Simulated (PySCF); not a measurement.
C3H9N, triplet, at the geometry of the source list (a higher spin typed on purpose: for a closed-shell molecule this is an excited state). Base run: CAMB3LYP/3-21G (PySCF).

Input for PySCF:
```python
from pyscf import gto, scf, dft

mol = gto.Mole()
mol.atom = '''
    C    -0.614200    1.115900    0.564100
    C    -0.090100    0.020200   -0.360400
    C     1.350600   -0.341200   -0.009000
    N    -0.920200   -1.166700   -0.188500
    H     0.003100    2.006700    0.485700
    H    -0.600200    0.761000    1.590700
    H    -1.637000    1.378100    0.303300
    H    -0.112200    0.399900   -1.401700
    H     1.723600   -1.114300   -0.677000
    H     1.391800   -0.716300    1.009700
    H     1.993000    0.530900   -0.094600
    H    -0.602700   -1.912700   -0.798200
    H    -1.885400   -0.961400   -0.424100
'''
mol.basis = '3-21g'
mol.charge = 0
mol.spin = 2
mol.verbose = 4
mol.build()

mf = dft.UKS(mol)
mf.xc = 'camb3lyp'
mf.kernel()
mf.analyze()
```

Variants of this job, named by their change:

```
change                                           ΔE vs base (mEh)  fitting functions  dipole (D)
-----------------------------------------------  ----------------  -----------------  ----------
base                                                        0.000                  -        1.21
auxbasis = cc-pvdz-jkfit                                   -0.192                487        1.21
auxbasis = even-tempered beta=2.0                          -5.960                281        1.22
auxbasis = even-tempered beta=1.6                          -5.325                404        1.23
auxbasis = def2-svp-ri                                     -6.978                318        1.21
auxbasis = default (with mf = mf.density_fit())            -0.165                464        1.21
auxbasis = cc-pvtz-ri                                      -0.088                594        1.21
auxbasis = even-tempered beta=3.0                         -10.401                184        1.23
auxbasis = def2-tzvp-ri                                    -0.234                439        1.21
only_dfj = on; auxbasis = def2-universal-jfit              -0.556                295        1.22
```

A fitting set is made for a task (jfit for Coulomb, jkfit for Coulomb and exchange, ri for correlation) and for a family of orbital bases.

Open shells are given as the SCF converged; they aren't shown to be the lowest states, and a large step between rows can be another state.
